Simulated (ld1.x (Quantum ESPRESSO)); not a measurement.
Which change was made? (Sb, PAW)

* Element: Sb (Z = 51)
* Generator: ld1.x (Quantum ESPRESSO) 7.5
* Type: PAW
* Functional: PBEsol
* Relativity: scalar-relativistic
* Frozen core: [Kr]
* Valence charge: 15
* Reference configuration: 4d10 5s2 5p1 (charge +2)
* Partial waves: 5s (bound): rcut 1.65, rcutus 2.15 bohr; 5s channel at 3.2 Ry: rcut 1.65, rcutus 2.15 bohr; 5p (bound): rcut 2.00, rcutus 2.55 bohr; 5p channel at 0.85 Ry: rcut 2.00, rcutus 2.55 bohr; 4d (bound): rcut 1.05, rcutus 1.15 bohr; 4d channel at -2.7 Ry: rcut 1.05, rcutus 1.15 bohr
* Local potential: all-electron potential smoothed inside 2.35 bohr (lloc = -1)
* Core correction: Bessel-smoothed model core inside 0.95 bohr
* Augmentation charge: PSQ, inside the norm-conserving radii

Cutoffs, loose and tight: the cutoffs (Ry, on a coarse ladder) from which the occupation-weighted sum of valence levels, in a spherical-Bessel basis at the reference potential, stays within 10 and 1 mRy of its value at 400 Ry. They do not see the model core or the augmentation charge, which bear on the density cutoff. Test errors are all-electron minus pseudo excitation energies from the reference, over the configurations 4d10 5s2 5p3; 4d10 5s2 5p2; 4d10 5s2 5p0; 4d10 5s1 5p4; 4d10 5s0 5p5; 4d10 5s2 5p3.3; 4d9 5s2 5p4; variants that change the core or the reference have their own tests.

The base gives: outcome: generated; cutoff, loose: 110 Ry; cutoff, tight: 200 Ry; bound ghosts: none; largest test error (meV): -79.

Question: After one change the result is: outcome: generated; cutoff, loose: 110 Ry; cutoff, tight: 200 Ry; bound ghosts: s; largest test error (meV): +26. Which change was it?
A. local potential all-electron potential smoothed inside 1.70 bohr (lloc = -1)
B. local potential all-electron potential smoothed inside 1.94 bohr (lloc = -1)
C. waves 4d (bound): rcut 1.05, rcutus 1.70 bohr; 4d channel at -2.7 Ry: rcut 1.05, rcutus 1.70 bohr
D. waves 5p (bound): rcut 1.48, rcutus 1.56 bohr; 5p channel at 0.85 Ry: rcut 1.48, rcutus 1.56 bohr

Answer: A. The others give: waves 5p (bound): rcut 1.48, rcutus 1.56 bohr; 5p channel at 0.85 Ry: rcut 1.48, rcutus 1.56 bohr → outcome: failed: run_pseudo: Errors in PS-KS equation | waves 4d (bound): rcut 1.05, rcutus 1.70 bohr; 4d channel at -2.7 Ry: rcut 1.05, rcutus 1.70 bohr → outcome: failed: new_paw_hamiltonian: negative rho | local potential all-electron potential smoothed inside 1.94 bohr (lloc = -1) → outcome: generated; cutoff, loose: 110 Ry; cutoff, tight: 200 Ry; bound ghosts: none; largest test error (meV): -59.
